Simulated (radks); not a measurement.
The numbers below are computed, except where a source is named.
Ionisation of the gadolinium ion Gd3+, [Xe] 4f7, to Gd4+, [Xe] 4f6, under several functionals. Scalar-relativistic Kohn-Sham, spin-unpolarised, spherical densities, finite nucleus; a radial shooting solver on a logarithmic mesh with Libxc functionals.

| functional | E(Gd3+) (hartree) | Exc (hartree) | IE (eV) | -e(HOMO) (eV) | <r> HOMO (bohr) | IE error (eV) |
|---|---|---|---|---|---|---|
| AM05 | -11261.5841 | -240.5995 | 43.592 | 33.787 | 0.8504 | -0.848 |
| revPBE | -11269.1457 | -248.1783 | 43.421 | 33.630 | 0.8514 | -1.019 |
| BP86 | -11270.4375 | -249.4726 | 43.594 | 33.800 | 0.8509 | -0.846 |
| LDA (Slater exchange, VWN5 correlation) | -11261.2914 | -240.2998 | 43.847 | 34.044 | 0.8504 | -0.593 |
| Wu-Cohen GGA | -11267.8851 | -246.9105 | 43.547 | 33.750 | 0.8510 | -0.893 |
| exchange-only PBE | -11265.3074 | -244.2862 | 42.048 | 32.316 | 0.8541 | -2.392 |
| RPBE | -11269.2612 | -248.2939 | 43.419 | 33.630 | 0.8515 | -1.021 |
| exchange-only B88 | -11266.3995 | -245.3889 | 42.072 | 32.330 | 0.8536 | -2.368 |

NIST Atomic Spectra Database: 44.4 eV (semi-empirical). Closest: LDA (Slater exchange, VWN5 correlation). The Delta-SCF values span 1.80 eV, the total energies 9.15 hartree. The highest occupied level is 4f. Spin polarisation and multiplet splitting are left out, so open shells lie too high by an amount that depends on their filling. Spin-orbit splitting is averaged out at the scalar-relativistic level.

Beside tabulated values, note that spin-unpolarised runs miss the spin-polarisation part of the exchange energy of open shells. No tabulated value is given for the 4+ ions of Nd, Pm and Eu to Yb, where it belongs to another shell than the one emptied here.
